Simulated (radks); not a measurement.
Values are calculated unless marked as measured or tabulated.
Initial-state core-level shifts of the tin ion Sn3+ when its valence configuration changes from [Kr] 4d10 5s1. Level of theory: Dirac Kohn-Sham, LDA (Slater exchange, Perdew-Wang correlation), spin-unpolarised, spherical densities, point nucleus; open shells are shared between the two j in proportion to 2j + 1 (a radial shooting solver on a logarithmic mesh with Libxc functionals). Shifts are changes of the shell-averaged eigenvalues in eV (positive: less bound).

| valence | 2s | 3s | 4s | 4p |
|---|---|---|---|---|
| 4d9 5s1 5p1 | -8.980 | -8.658 | -7.583 | -7.297 |
| 4d8 5s1 5p2 | -18.254 | -17.527 | -15.170 | -14.579 |
| 4d9 5s2 | -7.635 | -7.291 | -6.240 | -5.967 |
| 4d9.5 5s1.5 | -3.770 | -3.608 | -3.105 | -2.971 |
| 4d10 5p1 | -1.373 | -1.398 | -1.387 | -1.376 |
| 4d9.5 5s1 5p0.5 | -4.453 | -4.302 | -3.791 | -3.650 |
| 4d8 5s2 5p1 | -16.963 | -16.215 | -13.894 | -13.317 |
| 4d9 5p2 | -10.297 | -9.998 | -8.899 | -8.600 |
| 4d8 5p3 | -19.518 | -18.813 | -16.421 | -15.815 |
